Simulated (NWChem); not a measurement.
# CH₈N₂Si; SMILES NC[SiH2]N

```xyz
12

N     -0.1274     2.1673    -0.0100
C      0.6540     0.9467     0.0919
Si    -0.4964    -0.5506     0.0363
N      0.4450    -2.0086    -0.0253
H     -0.5845     2.2285    -0.9175
H      0.4590     2.9948     0.0747
H      1.1557     0.9112     1.0746
H      1.4662     0.8261    -0.6607
H     -1.3385    -0.6418     1.2659
H     -1.4228    -0.3364    -1.1338
H      0.0326    -2.8707     0.3128
H      1.0358    -2.1958    -0.8281
```
Atoms are numbered in this order, from 1.

All runs: NWChem. Pople sets run with spherical d functions. All runs use the structure optimised with PBE0/def2-SVP. LC-ωPBE (HJS hole) with 6-31G*; x = 1 − exp(−ω/0.25 bohr⁻¹) is a scale chosen for this fit.

```csv
row,x,−ε(HOMO) (eV)
ω = 0.05,0.181,5.58
ω = 0.10,0.330,6.30
ω = 0.30,0.699,8.53
ω = 0.40,0.798,9.25
ω = 0.80,0.959,withheld
```

Task: Fit a straight line of the last column on the one before it, predict the withheld value, and compare with the run.

Result: 
1. Means of the 4 shown rows: x = 0.5020, y = 7.415. Slope Σ(x − x̄)(y − ȳ)/Σ(x − x̄)² = 1.544/0.2591 = 5.959; intercept 4.424.
2. The shown rows scatter about the line by 0.075 (root mean square); the largest residual is -0.09, at ω = 0.10.
3. At x = 0.959 (ω = 0.80; beyond the shown range) the line gives 10.14.
4. The run gives 10.61, +0.47 from the line, 6.2 times the scatter.
